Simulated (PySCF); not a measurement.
Isomers of C6H7NO, one GFN2-xTB conformer each. Single-point energies are computed at PBE0/pcSseg-1 (PySCF, gas phase, no added dispersion term), electronic only.

```
            SMILES  GFN2-xTB relative energy (kJ/mol)
    COC1(CC#N)C=C1                              366.9
Cc1cc[n+]([O-])cc1                              134.0
     O=CNC1=CCC=C1                               81.8
     C#CCN(C=C)C=O                              236.8
  Cc1cccc[n+]1[O-]                              131.7
  C#CC1(C(N)=O)CC1                              219.6
       Cn1cccc1C=O                               26.1
        OCc1ccccn1                               49.6
      Cc1cc(O)ccn1                                0.0
     C=C(C)c1ccon1                              173.0
CO[C@@]1(C#N)C=CC1                              280.9
```

Conformers: `[CH3:1][O:2][C:3]1([CH2:4][C:5]#[N:6])[CH:7]=[CH:8]1` with C1–O2–C3–C4 93°, O2–C3–C4–C5 -82°; `[O:1]=[CH:2][NH:3][C:4]1=[CH:5][CH2:6][CH:7]=[CH:8]1` with O1–C2–N3–C4 0°, C2–N3–C4–C5 180°; `[CH:1]#[C:2][CH2:3][N:4]([CH:5]=[CH2:6])[CH:7]=[O:8]` with C2–C3–N4–C5 -68°, C3–N4–C5–C6 2°, C3–N4–C7–O8 1°; `[CH:1]#[C:2][C:3]1([C:4]([NH2:5])=[O:6])[CH2:7][CH2:8]1` with C2–C3–C4–N5 0°, C3–C4–N5–H 180° and 0°; `[CH3:1][n:2]1[cH:3][cH:4][cH:5][c:6]1[CH:7]=[O:8]` with C5–C6–C7–O8 180°; `[OH:1][CH2:2][c:3]1[cH:4][cH:5][cH:6][cH:7][n:8]1` with H–O1–C2–C3 0°, O1–C2–C3–C4 180°; `[CH3:1][c:2]1[cH:3][c:4]([OH:5])[cH:6][cH:7][n:8]1` with C3–C4–O5–H 180°; `[CH2:1]=[C:2]([CH3:3])[c:4]1[cH:5][cH:6][o:7][n:8]1` with C1–C2–C4–C5 0°; `[CH3:1][O:2][C@@:3]1([C:4]#[N:5])[CH:6]=[CH:7][CH2:8]1` with C1–O2–C3–C4 -63°.

**Question.** What does PBE0/pcSseg-1 give for the same structures?

**Answer.** 
```json
{"SMILES": "Cc1cc(O)ccn1", "PBE0/pcSseg-1 E (Eh)": "-362.36872", "PBE0/pcSseg-1 (kJ/mol)": "0.0", "GFN2-xTB (kJ/mol)": "0.0", "point group": "Cs"}
{"SMILES": "OCc1ccccn1", "PBE0/pcSseg-1 E (Eh)": "-362.35789", "PBE0/pcSseg-1 (kJ/mol)": "28.4", "GFN2-xTB (kJ/mol)": "49.6", "point group": "Cs"}
{"SMILES": "Cn1cccc1C=O", "PBE0/pcSseg-1 E (Eh)": "-362.35550", "PBE0/pcSseg-1 (kJ/mol)": "34.7", "GFN2-xTB (kJ/mol)": "26.1", "point group": "Cs"}
{"SMILES": "O=CNC1=CCC=C1", "PBE0/pcSseg-1 E (Eh)": "-362.34350", "PBE0/pcSseg-1 (kJ/mol)": "66.2", "GFN2-xTB (kJ/mol)": "81.8", "point group": "Cs"}
{"SMILES": "Cc1cccc[n+]1[O-]", "PBE0/pcSseg-1 E (Eh)": "-362.31154", "PBE0/pcSseg-1 (kJ/mol)": "150.1", "GFN2-xTB (kJ/mol)": "131.7", "point group": "Cs"}
{"SMILES": "Cc1cc[n+]([O-])cc1", "PBE0/pcSseg-1 E (Eh)": "-362.30549", "PBE0/pcSseg-1 (kJ/mol)": "166.0", "GFN2-xTB (kJ/mol)": "134.0", "point group": "Cs"}
{"SMILES": "C=C(C)c1ccon1", "PBE0/pcSseg-1 E (Eh)": "-362.29281", "PBE0/pcSseg-1 (kJ/mol)": "199.3", "GFN2-xTB (kJ/mol)": "173.0", "point group": "Cs"}
{"SMILES": "C#CC1(C(N)=O)CC1", "PBE0/pcSseg-1 E (Eh)": "-362.29242", "PBE0/pcSseg-1 (kJ/mol)": "200.3", "GFN2-xTB (kJ/mol)": "219.6", "point group": "Cs"}
{"SMILES": "C#CCN(C=C)C=O", "PBE0/pcSseg-1 E (Eh)": "-362.27088", "PBE0/pcSseg-1 (kJ/mol)": "256.9", "GFN2-xTB (kJ/mol)": "236.8", "point group": "C1"}
{"SMILES": "CO[C@@]1(C#N)C=CC1", "PBE0/pcSseg-1 E (Eh)": "-362.26408", "PBE0/pcSseg-1 (kJ/mol)": "274.7", "GFN2-xTB (kJ/mol)": "280.9", "point group": "C1"}
{"SMILES": "COC1(CC#N)C=C1", "PBE0/pcSseg-1 E (Eh)": "-362.23526", "PBE0/pcSseg-1 (kJ/mol)": "350.4", "GFN2-xTB (kJ/mol)": "366.9", "point group": "C1"}
```

Both levels put the same isomer lowest; measured from each level's own lowest isomer, the values differ by up to 32.0 kJ/mol (Cc1cc[n+]([O-])cc1: 134.0 against 166.0). As drawn, the lowest has an aromatic ring and an O–H bond, which the highest lacks; the highest has a three-membered ring, a C≡N group and a C=C bond outside aromatic rings, which the lowest lacks. Neighbours under 10 kJ/mol apart (OCc1ccccn1 and Cn1cccc1C=O; C=C(C)c1ccon1 and C#CC1(C(N)=O)CC1) can change places with a better method, another conformer or zero-point energy.

**Question.** Which frontier levels, dipoles and rotational constants go with these structures?

**Answer.** 
```json
{"SMILES": "Cc1cc(O)ccn1", "HOMO (eV, PBE0/pcSseg-1)": "-7.29", "LUMO (eV)": "-0.43", "dipole (D)": "2.25", "A, B, C (MHz)": "3943, 1826, 1257"}
{"SMILES": "OCc1ccccn1", "HOMO (eV, PBE0/pcSseg-1)": "-7.23", "LUMO (eV)": "-1.01", "dipole (D)": "3.90", "A, B, C (MHz)": "5107, 1599, 1227"}
{"SMILES": "Cn1cccc1C=O", "HOMO (eV, PBE0/pcSseg-1)": "-6.74", "LUMO (eV)": "-1.23", "dipole (D)": "2.83", "A, B, C (MHz)": "3876, 2010, 1335"}
{"SMILES": "O=CNC1=CCC=C1", "HOMO (eV, PBE0/pcSseg-1)": "-6.17", "LUMO (eV)": "-0.71", "dipole (D)": "3.68", "A, B, C (MHz)": "5510, 1433, 1145"}
{"SMILES": "Cc1cccc[n+]1[O-]", "HOMO (eV, PBE0/pcSseg-1)": "-6.26", "LUMO (eV)": "-1.02", "dipole (D)": "3.56", "A, B, C (MHz)": "3583, 2315, 1419"}
{"SMILES": "Cc1cc[n+]([O-])cc1", "HOMO (eV, PBE0/pcSseg-1)": "-6.10", "LUMO (eV)": "-0.99", "dipole (D)": "4.60", "A, B, C (MHz)": "5821, 1543, 1229"}
{"SMILES": "C=C(C)c1ccon1", "HOMO (eV, PBE0/pcSseg-1)": "-7.24", "LUMO (eV)": "-0.95", "dipole (D)": "2.55", "A, B, C (MHz)": "4853, 1631, 1230"}
{"SMILES": "C#CC1(C(N)=O)CC1", "HOMO (eV, PBE0/pcSseg-1)": "-7.40", "LUMO (eV)": "0.55", "dipole (D)": "2.98", "A, B, C (MHz)": "2856, 2138, 1351"}
{"SMILES": "C#CCN(C=C)C=O", "HOMO (eV, PBE0/pcSseg-1)": "-6.93", "LUMO (eV)": "-0.28", "dipole (D)": "2.86", "A, B, C (MHz)": "2679, 1817, 1193"}
{"SMILES": "CO[C@@]1(C#N)C=CC1", "HOMO (eV, PBE0/pcSseg-1)": "-8.03", "LUMO (eV)": "-0.64", "dipole (D)": "3.40", "A, B, C (MHz)": "2722, 2159, 1528"}
{"SMILES": "COC1(CC#N)C=C1", "HOMO (eV, PBE0/pcSseg-1)": "-7.72", "LUMO (eV)": "-0.56", "dipole (D)": "3.34", "A, B, C (MHz)": "2947, 1827, 1414"}
```
